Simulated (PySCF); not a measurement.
# Ionisation energy of Au(55+) by level of theory

Au(55+) [Ar] 3d6 [3d3/2^4 3d5/2^2, M_J = 4] → Au(56+) [Ar] 3d5 [3d3/2^4 3d5/2^1, M_J = 5/2], as a difference of total energies. Computed with PySCF 2.14 in an even-tempered Gaussian basis (15 s from 16 bohr⁻², ratio 2.8; 13 p from 21 bohr⁻², ratio 2.8; 8 d from 21 bohr⁻², ratio 2.8; 3 f from 70 bohr⁻², ratio 3), with the two-component X2C-1e Hamiltonian. Correlated levels: [Ne] frozen; the 78 highest virtual spinors dropped. "Screened" scales the spin-orbit matrix elements by Boettger's factors to mimic the two-electron term; Breit and QED terms are absent.

| method | ionisation energy (eV) |
| --- | --- |
| GHF (spin-free) | 5472.3 |
| GMP2 (spin-free) | 5473.3 |
| GHF (screened spin-orbit) | 5454.3 |
| GMP2 (screened spin-orbit) | 5454.1 |

Breit and QED terms and the two-electron picture change are absent.

The spin-free rows relax to the high-spin LS determinant and lack the spin-orbit shift.

The labels give the starting determinants; with spin-orbit coupling the two ends relaxed to ⟨J²⟩ = 20.00, ⟨L²⟩ = 13.22, ⟨S²⟩ = 2.82 and ⟨J²⟩ = 8.75, ⟨L²⟩ = 6.67, ⟨S²⟩ = 2.72.

For comparison: 5452 ± 5 eV (theoretical estimate listed by NIST; NIST Atomic Spectra Database, ionization energies).
